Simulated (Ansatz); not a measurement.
```yaml
crystal:
  periodic: [false, false, false]
  atoms:
    - {symbol: C, position_ang: [-0.722173, 1.123474, -1.054075]}
    - {symbol: Se, position_ang: [-0.510367, -0.820040, -1.188622]}
    - {symbol: Sn, position_ang: [0.711658, -1.144472, 0.993272]}
    - {symbol: H, position_ang: [-1.320625, 1.385733, -0.183790]}
    - {symbol: H, position_ang: [0.248718, 1.613479, -1.013672]}
    - {symbol: H, position_ang: [-1.244924, 1.433360, -1.957628]}
    - {symbol: H, position_ang: [2.138032, -0.203281, 0.981612]}
    - {symbol: H, position_ang: [1.071560, -2.803478, 1.121264]}
    - {symbol: H, position_ang: [-0.283379, -0.630974, 2.284340]}
basis:
  gaussian: {orbitals: ANO-RCC-VTZP, fitting: {mean_field: cc-pVTZ-jkfit}}
hamiltonian: {xc: {name: BHLYP}, dispersion: d3bj}
```

```sh
$ ansatz run in.yaml --threads 4 --pin off --events-out ev --progress --plain --max-ram 10444MiB
```

(1) How does Ansatz answer? (An estimate is asked.)

Answers

(1) Computed: The input was rejected before any iteration.
```
Functional definition: BHLYP
Error: <dir> the basis set cc-pVTZ-JKFIT has no functions for Sn
```
